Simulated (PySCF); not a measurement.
**Dipole moment and polarisability of `O=C1OCC=C1O[SiH2]F`**

Species: C4H5FO3Si.
Structure used (GFN2-xTB), in Å, numbered top down from 1:
```xyz
14
C4H5FO3Si angstrom
O      0.438   -1.784    0.577
C     -0.384   -0.964    0.255
O     -1.703   -1.143    0.191
C     -2.325    0.066   -0.230
C     -1.213    1.046   -0.426
C     -0.063    0.426   -0.136
O      1.193    0.811   -0.141
Si     2.477   -0.147    0.265
F      3.594    0.984    0.022
H     -3.036    0.377    0.544
H     -2.884   -0.135   -1.150
H     -1.379    2.055   -0.745
H      2.750   -1.161   -0.728
H      2.534   -0.431    1.681
```

Level: PBE0/def2-SVPD (PySCF), static field, nuclei fixed, core orbitals frozen in the response. The polarisability tensor in these axes (au):

```
x   104.64  -9.13   7.07
y    -9.13  72.44  -5.62
z     7.07  -5.62  58.88
```

Problem. Give the principal values, the mean and the anisotropy Δα = √{½[(α1 − α2)² + (α2 − α3)² + (α1 − α3)²]}.

Solution. Principal values 56.55, 70.97 and 108.43 au; mean 78.65 au = 11.65 Å³ = 12.97 × 10⁻⁴⁰ C²·m²/J; Δα = 46.39 au (59 % of the mean).

Problem. What is the dipole moment, and where does it point?

Solution. (-4.06, 1.33, -0.76) D, 4.34 D in size, pointing from the negative to the positive side. Measured along this direction, the outermost atoms are F9 at the negative end and H10 and H11 at the positive end.

Problem. What are the principal values of the traceless quadrupole moment, Θ = ½Σq(3rr − r²1), about the centre of nuclear charge?

Solution. -17.07, 2.20, 14.87 D·Å. The values depend on the origin, since the dipole doesn't vanish. The electronic extent ⟨r²⟩ about the same centre is 1459 bohr², a root-mean-square distance of 2.32 Å for the 76 electrons.

Problem. Find the Langevin capture rate constant for H3O+ (19.018 u) meeting this molecule (147.999 u), k = 2.342 × 10⁻⁹ cm³/s × √(α in Å³ / reduced mass in u).

Solution. The reduced mass is 16.85 u, so k = 1.95 × 10⁻⁹ cm³/s. The formula leaves out the permanent dipole, which adds to the capture rate.

Problem. What would n − 1 = 2πNα be for an ideal gas of these molecules at 298.15 K and 1 atm, electronic part alone?

Solution. N = p/kT = 2.4615 × 10¹⁹ cm⁻³, so n − 1 = 2π × N × 11.65 × 10⁻²⁴ cm³ = 1803 × 10⁻⁶ at long wavelengths.

Problem. Orientational against electronic polarisability at 250 K (dilute gas, rigid molecules)?

Solution. In Gaussian units μ²/3kT = 182.01 Å³ against 11.65 Å³, a ratio of 15.62; the Debye molar polarisation (4π/3)N_A(α + μ²/3kT) is 488.5 cm³/mol, leaving out the vibrational part.

The structure is a single GFN2-xTB conformer in the gas phase; no vibrational or solvent corrections.
